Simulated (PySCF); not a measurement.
## A scan of OsS with bad points

revPBE; basis Os def2-TZVPP with ECP60, S def2-TZVPP; scalar-relativistic core potentials; PySCF 2.14; quintet, unpaired electrons π ↑↑, δ ↑↑ requested.

| R (Å) | E (eV) | ⟨S²⟩ | ⟨Lz²⟩ | μ (D) |
| --- | --- | --- | --- | --- |
| 1.789 | 2.110 | 6.01 | 1.14 | -1.72 |
| 1.872 | 0.978 | 6.01 | 1.08 | -1.93 |
| 1.955 | 0.338 | 6.01 | 1.08 | -2.15 |
| 2.018 | 0.094 | 6.01 | 1.10 | -2.31 |
| 2.080 | 0.000 | 6.02 | 1.14 | -2.47 |
| 2.142 | 0.020 | 6.02 | 1.18 | -2.62 |
| 2.226 | 0.174 | 6.02 | 1.25 | -2.81 |
| 2.330 | 0.502 | 6.02 | 1.33 | -3.04 |
| 2.454 | 1.000 | 6.03 | 1.45 | -3.28 |
| 2.621 | 10.030 | 6.97 | 4.58 | -1.57 |

The run flagged 2.621 Å: there the SCF either missed its threshold or ended in another occupation than the one requested, so the fit leaves that out.
